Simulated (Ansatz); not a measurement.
The cluster Be₃O₃⁺, relaxed as a doublet with UKS PBE0-D4/def2-SVP in Ansatz, starting from the GFN1-xTB geometry. Force threshold 0.02 eV/Å.

The structure holds 1 bond(s) between oxygen atoms. Another isomer (doublet) lies 3.87 eV lower at PBE0-D4/def2-TZVP; other spin states weren't run for this one.

Start:

```xyz
6

Be    1.8187   -0.5307   -1.3306
Be   -0.3165    0.8327   -0.4543
Be   -0.2215   -0.6656    0.8381
O    -0.6366    0.8315    1.0706
O     0.8351   -0.5200   -0.3521
O    -1.4793    0.0520    0.2281
```

(1) Estimate the energy that the relaxation releases and the steps that it takes.

(2) Does the start keep its bonding and symmetry?

(3) Predict the relaxed structure.

Results:

(1) 12.2 kcal/mol, in 6 steps; 7 s on 4 threads of Arm Neoverse V2 on a shared host. No frequencies were taken in this run, so the end may be a saddle point.

(2) By distances, no bond broke or formed. The bond that changes most is Be2–O5, from 1.78 to 1.61 Å (atoms count from 1). Point group Cs at the start, C2v at the end, both within 0.05 Å.

(3) 
Cartesian coordinates in Å:
```
Be 1.9615 -0.7403 -1.2749
Be -0.3636 0.8576 -0.4343
Be -0.1549 -0.6626 0.7706
O -0.6504 0.8384 1.1706
O 0.7654 -0.2908 -0.4992
O -1.5579 -0.0023 0.2671
```
Bond lengths (bridged metal pairs left out): 7 × Be–O 1.49 to 1.63 Å; 1 × O–O 1.53 Å.
